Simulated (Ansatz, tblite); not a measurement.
Isomers of CaO$_{2}$⁻ (doublet), found by a short tight-binding search and relaxed with PBE0-D4/def2-TZVPD in Ansatz.

The xTB rows come from tblite. Correlated methods freeze 7 core orbitals; core or outer-core shells of Ca are correlated, in sets that lack core-valence functions.

Run but left out: HF/def2-TZVPPD, MP2/def2-TZVPPD, CCSD/def2-TZVPPD, CCSD(T)/def2-TZVPPD (flagged by the program: lower state).

A: At PBE-D4/def2-TZVPD, revPBE-D4/def2-TZVPD, r2SCAN-D4/def2-TZVPD, PBE0-D4/def2-TZVPD the highest occupied level of the charge -1 doublet lies above zero (up to 1.28 eV). It is a level of β spin, whose loss leaves a triplet; that state wasn't run at this geometry and level. The electron is either unbound and held by the finite basis, or the level is raised by self-interaction error. It holds 1 O–O bond. B: At PBE-D4/def2-TZVPD, revPBE-D4/def2-TZVPD, r2SCAN-D4/def2-TZVPD the highest occupied level of the charge -1 doublet lies above zero (up to 0.36 eV). By energy differences its removal costs 1.96 eV (vertical, to the charge 0 triplet, at PBE0-D4/def2-TZVPD).

Other spin states were run for one of them alone.

A:

```xyz
3

Ca   -0.473   -0.670    0.959
O     0.010   -0.189   -0.958
O     0.463    0.860   -0.002
```

B:

```xyz
3

Ca   -0.001    0.000    0.001
O     1.731    0.616    0.746
O    -1.730   -0.616   -0.747
```

Q: Estimate their order by electronic energy at B2PLYP/def2-TZVPD, counted from the lowest.

A: B (0.0) < A (6.6), in kcal/mol.

Q: Do the other levels pick the same lowest one?

A: Not GFN2-xTB. Energies above each level's lowest (kcal/mol):

```csv
level,A,B
GFN1-xTB,23.2,0.0
GFN2-xTB,0.0,10.6
PBE-D4/def2-TZVPD,12.6,0.0
revPBE-D4/def2-TZVPD,13.6,0.0
r2SCAN-D4/def2-TZVPD,12.2,0.0
PBE0-D4/def2-TZVPD,4.1,0.0
B2PLYP/def2-TZVPD,6.6,0.0
```
Point groups (tolerance 0.1 Å): A C2v, B D∞h. Lower isomers may exist.
